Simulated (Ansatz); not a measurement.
The same path of C$_{2}$H$_{6}$FNSi (11 atoms, charge 0, multiplicity 1) was run 3 times with different band settings. The coordinate that changes most is the dihedral H8–Si3–C4–F5.

Theory: RKS PBE-D4/6-31G* (Ansatz 0.2.0).

Relaxed end points:

```xyz
11
Properties=species:S:1:pos:R:3
N 0.718 0.932 1.565
C -0.455 1.019 1.033
Si -0.778 -0.059 -0.502
C 0.804 -1.060 -0.875
F 0.571 -1.853 -2.014
H 0.795 1.557 2.391
H -1.256 1.684 1.431
H -1.937 -0.980 -0.249
H -1.138 0.810 -1.672
H 1.666 -0.393 -1.064
H 1.075 -1.713 -0.024
```

```xyz
11
Properties=species:S:1:pos:R:3
N 0.764 1.191 1.369
C -0.349 1.251 0.722
Si -0.866 -0.312 -0.238
C 0.717 -1.237 -0.774
F 1.311 -0.520 -1.827
H 0.947 2.083 1.869
H -1.003 2.152 0.718
H -1.708 -1.177 0.662
H -1.683 0.066 -1.439
H 1.427 -1.284 0.073
H 0.509 -2.270 -1.114
```

Common settings: spring 5.0 eV/Å²; optimiser quadratic models (default); start path IDPP; force threshold 0.03 eV/Å; end points relaxed.

| run | movable images | climbing image | iteration limit |
| --- | --- | --- | --- |
| 1 | 7 | yes | 60 |
| 2 | 4 | no | 60 |
| 3 | 7 | yes | 10 |

Question: What does each run give, and how far can it be trusted?

Answer: Run 1: converged after 6 iterations, highest image 0.057 eV above the first end. A vibrational analysis at the climbing image gives one clearly imaginary mode, 74i cm⁻¹: a first-order saddle point.
Run 2: converged after 8 iterations, highest image 0.055 eV above the first end. No image climbed, so the highest image needn't sit at the top of the path.
Run 3: converged after 6 iterations, highest image 0.057 eV above the first end. Another band between the same ends (7 images) ends at a top of the same energy, where a vibrational analysis finds 1 clearly imaginary mode.
